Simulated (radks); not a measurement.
Results of a calculation; reference values are marked as such.
Question: Level of theory: Dirac Kohn-Sham, PBE, spin-unpolarised, spherical densities, finite nucleus; open shells fill j = l - 1/2 first; Fermi nuclear charge, rms radius of each element as measured or else 0.836 A^(1/3) + 0.57 fm (a radial shooting solver on a logarithmic mesh with Libxc functionals). Each species is in its NIST ground configuration. Rank Tb2+, Lu2+, Eu2+, La2+, Nd2+, Er2+, Dy2+, Sm2+, Tm2+, Pm2+, Ho2+, Ce2+, Pr2+, Yb2+, Gd2+ by Delta-SCF ionisation energy (eV), largest first.

Answer: Yb2+ 25.893, Tm2+ 25.753, Er2+ 25.570, Ho2+ 25.341, Dy2+ 25.061, Tb2+ 24.726, Sm2+ 23.923, Eu2+ 23.865, Pm2+ 23.278, Nd2+ 22.531, Pr2+ 21.661, Lu2+ 21.064, Ce2+ 20.636, Gd2+ 20.023, La2+ 19.084.
